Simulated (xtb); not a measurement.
GeHF3, SMILES [F][GeH]([F])[F]. All values are semi-empirical tight-binding results from xtb (GFN2-xTB unless named), good for trends rather than for accurate numbers. Geometry: GFN2-xTB.

Optimised geometry:

```xyz
5

Ge     0.0000     0.0000     0.2859
F     -1.3447    -0.7763    -0.4040
F      0.0000     1.5527    -0.4040
F      1.3447    -0.7763    -0.4040
H      0.0000     0.0000     1.7605
```
Charge 0, spin multiplicity 1.

For metal compounds this method's bond lengths and energies can be far off.

### Question
Estimate the properties. (The exact figures need the calculation; the answer reports its results.)

### Answer

```yaml
point_group_as_xtb_finds_it: C3v
orbital_gap: 9.46 eV
zero_point_energy: 7.5 kcal/mol
G − E(el) at 298.15 K (modified RRHO): -10.3 kcal/mol
```

Computed atomic charges and the Wiberg bond orders between heavy atoms:
charges (e) Ge1 0.46, F2 -0.20, F3 -0.20, F4 -0.20, H5 0.14. Bond orders Ge1–F2 1.15, Ge1–F3 1.15, Ge1–F4 1.15.
